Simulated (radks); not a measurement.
Problem. All-electron atom: I34+ in [Ar] 3d1 (the NIST ground configuration). Calculated with a radial shooting solver on a logarithmic mesh with Libxc functionals: non-relativistic Kohn-Sham, LDA (Slater exchange, Perdew-Wang correlation), spin-unpolarised, spherical densities, point nucleus; relativity is left out, which matters for an element this heavy. Some entries of the table are withheld. Estimate them.

orbital  occ.  eigenvalue (hartree)  <r^2> (bohr^2)
1s          2             -1226.495             (1)
2s          2             -238.1472         0.01755
2p          6                   (2)         0.01314
3s          2             -88.09586          0.1029
3p          6                   (3)             (4)
3d          1             -78.18376         0.07323

Solution. 
(1) 1s <r^2> (bohr^2): 0.001102
(2) 2p eigenvalue (hartree): -228.2643
(3) 3p eigenvalue (hartree): -84.32695
(4) 3p <r^2> (bohr^2): 0.09517
